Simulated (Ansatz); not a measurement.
Mulliken charges of CH$_{5}$AlSSi, SMILES `[SH][Al]1[CH2][SiH2]1` from PBE/def2-TZVPP in Ansatz (PBE0-D4/def2-TZVP geometry).

```tsv
atom	x (Å)	y (Å)	z (Å)	charge (e)
S1	-0.841	1.723	-2.502	-0.211
Al2	-0.351	0.520	-0.760	0.264
C3	1.199	-0.120	0.222	-0.339
Si4	-0.356	-0.843	1.118	0.072
H5	-2.166	1.623	-2.292	0.125
H6	1.963	-0.818	-0.120	0.095
H7	1.675	0.670	0.815	0.100
H8	-0.495	-2.316	0.951	-0.052
H9	-0.540	-0.485	2.551	-0.053
```

Question: By hand: the dipole of these point charges (1 e Å = 4.8032 D).

Answer: Σ q r = (-0.210, 0.092, -0.069) e Å, of length 0.239 e Å = 1.15 D.

Question: How does the dipole of the full density compare? (Estimate.)

Answer: The calculation gave: (-0.051, 0.057, -0.040) e Å, 0.41 D; the point charges give 2.80 times that, at 25° from its direction.

Point charges leave out the atoms' own dipoles, such as those of lone pairs, and Mulliken's split depends on the basis, so the two needn't agree.
